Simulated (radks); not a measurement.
Species: the osmium ion Os39+. Configuration: [Kr] 6p1 (not the ground configuration). Method: Dirac Kohn-Sham, LDA (Slater exchange, Perdew-Wang correlation), spin-unpolarised, spherical densities, finite nucleus; open shells fill j = l - 1/2 first; Fermi nuclear charge, rms radius 5.4126 fm; computed with a radial shooting solver on a logarithmic mesh with Libxc functionals.

Unscreened Slater integrals over Kohn-Sham orbitals (hartree). Large and small components are both included. Empty in this configuration: 6p3/2.

| integral | value |
|---|---|
| F0(6p1/2,6p1/2) | 0.86387 |
| F0(6p1/2,4p3/2) | 1.1135 |
| G2(6p1/2,4p3/2) | 0.064044 |
| F0(6p1/2,4p1/2) | 1.1235 |
| G0(6p1/2,4p1/2) | 0.047090 |
| F0(6p1/2,4s1/2) | 1.1211 |
| G1(6p1/2,4s1/2) | 0.055312 |
| F0(6p1/2,6p3/2) | 0.84966 |
| G2(6p1/2,6p3/2) | 0.43842 |
| F0(4p3/2,4p3/2) | 2.2060 |
| F2(4p3/2,4p3/2) | 1.1449 |
| F0(4p3/2,4p1/2) | 2.2640 |
| G2(4p3/2,4p1/2) | 1.1482 |
| F0(4p3/2,4s1/2) | 2.2535 |
| G1(4p3/2,4s1/2) | 1.5088 |
| F0(4p3/2,6p3/2) | 1.0845 |
| F2(4p3/2,6p3/2) | 0.28442 |
| G0(4p3/2,6p3/2) | 0.045145 |
| G2(4p3/2,6p3/2) | 0.063777 |
| F0(4p1/2,4p1/2) | 2.3296 |
| F0(4p1/2,4s1/2) | 2.3170 |
| G1(4p1/2,4s1/2) | 1.5470 |
| F0(4p1/2,6p3/2) | 1.0940 |
| G2(4p1/2,6p3/2) | 0.066719 |
| F0(4s1/2,4s1/2) | 2.3064 |
| F0(4s1/2,6p3/2) | 1.0918 |
| G1(4s1/2,6p3/2) | 0.061412 |
| F0(6p3/2,6p3/2) | 0.83661 |
| F2(6p3/2,6p3/2) | 0.44064 |
